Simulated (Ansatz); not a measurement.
`[NH2][SnH2][NH2]` + `[F][AlH][Br]` → `[NH2][SnH3]` + `[NH2][Al]([F])[Br]`  (redistribution)

Gas-phase electronic energies from Ansatz, PBE0-D4/def2-TZVP geometries. CBS: MP2 limit from def2 TZ/QZ plus the TZ coupled-cluster correction, frozen cores. def2 core potentials past Kr. For Br, Sn outer-core shells are correlated without core-valence functions, which leaves a few kJ/mol of doubt a bond. Scalar relativity is left out up to krypton. Each species was taken in one conformer, which may not be the lowest.

```tsv
species	CCSD/CBS(def2) energy (Eh)
`[NH2][SnH2][NH2]`	-327.01505
`[F][AlH][Br]`	-2915.84830
`[NH2][SnH3]`	-271.69671
`[NH2][Al]([F])[Br]`	-2971.20104
```

Work out ΔE.

ΔE = (-271.69671) + (-2971.20104) − (-327.01505) − (-2915.84830) = -0.03440 Eh = -21.6 kcal/mol. CCSD(T)/CBS gives -21.1 kcal/mol.

Largest T1 diagnostic among the species: 0.013.

From PBE to PBE0 (25 % exact exchange), in def2-TZVPP and without D4, ΔE moves by −1.1 kcal/mol. In def2-TZVPP, CCSD(T) changes the Hartree–Fock value by +1.1 kcal/mol (the triples alone add +0.5 kcal/mol) and MP2 by +1.2 kcal/mol. At CCSD(T), def2-SVP lies −2.5 kcal/mol from the extrapolated value and def2-TZVPP −1.1 kcal/mol.
